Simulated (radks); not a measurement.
All-electron atom: the erbium ion Er17+ in [Kr] 4d10 4f5.

Calculated with a radial shooting solver on a logarithmic mesh with Libxc functionals: Dirac Kohn-Sham, PBE, spin-unpolarised, spherical densities, finite nucleus; open shells fill j = l - 1/2 first; Fermi nuclear charge, rms radius 5.2516 fm.

Energy parts (hartree):
part                       energy
total                 -12997.9904
kinetic                14352.9502
electron-nucleus      -31374.3487
Hartree                 4287.4871
exchange-correlation    -264.0789

Orbitals (lengths in bohr, moments of r in powers of bohr; <r^-3> diverges for s and p1/2; r(max) is where P^2 peaks):
1s1/2: occ. 2; eigenvalue (hartree) -2120.645; r(max) 0.01286; small-component weight 6.48e-02
2s1/2: occ. 2; eigenvalue (hartree) -368.6324; r(max) 0.07342; small-component weight 1.45e-02
2p1/2: occ. 2; eigenvalue (hartree) -351.8617; r(max) 0.05512; small-component weight 1.45e-02
2p3/2: occ. 4; eigenvalue (hartree) -318.1705; r(max) 0.06134; <r^-3> 12190; small-component weight 1.33e-02
3s1/2: occ. 2; eigenvalue (hartree) -94.37905; r(max) 0.2074; small-component weight 4.67e-03
3p1/2: occ. 2; eigenvalue (hartree) -87.01593; r(max) 0.1950; small-component weight 4.61e-03
3p3/2: occ. 4; eigenvalue (hartree) -79.93080; r(max) 0.2079; <r^-3> 2662; small-component weight 4.27e-03
3d3/2: occ. 4; eigenvalue (hartree) -67.32366; r(max) 0.1643; <r^-3> 452.6; small-component weight 4.15e-03
3d5/2: occ. 6; eigenvalue (hartree) -65.77655; r(max) 0.1679; <r^-3> 395.7; small-component weight 4.05e-03
4s1/2: occ. 2; eigenvalue (hartree) -30.15234; r(max) 0.4701; small-component weight 1.57e-03
4p1/2: occ. 2; eigenvalue (hartree) -27.17170; r(max) 0.4712; small-component weight 1.50e-03
4p3/2: occ. 4; eigenvalue (hartree) -25.46887; r(max) 0.4971; <r^-3> 644.8; small-component weight 1.39e-03
4d3/2: occ. 4; eigenvalue (hartree) -20.52015; r(max) 0.4950; <r^-3> 98.26; small-component weight 1.24e-03
4d5/2: occ. 6; eigenvalue (hartree) -20.19186; r(max) 0.5029; <r^-3> 84.99; small-component weight 1.21e-03
4f5/2: occ. 5; eigenvalue (hartree) -14.07202; r(max) 0.4604; <r^-3> 17.15; small-component weight 9.43e-04
4f7/2: occ. 0; eigenvalue (hartree) -14.00601; r(max) 0.4637; <r^-3> 16.63; small-component weight 9.33e-04
5s1/2: occ. 0; eigenvalue (hartree) -13.55650; r(max) 0.9678; small-component weight 5.66e-04
5p1/2: occ. 0; eigenvalue (hartree) -12.41365; r(max) 1.004; small-component weight 5.30e-04
5p3/2: occ. 0; eigenvalue (hartree) -11.93016; r(max) 1.048; <r^-3> 186.4; small-component weight 5.04e-04

The highest occupied level is 4f5/2 at -382.92 eV. Summed over all electrons, <r^2> = 8.790 bohr^2, which gives a Langevin (diamagnetic) susceptibility term of -6.96 x 10^-6 cm^3/mol. The electron density at the nucleus is 8.722e+05 e/bohr^3. The density falls to 0.001 e/bohr^3 at r = 1.65 bohr.
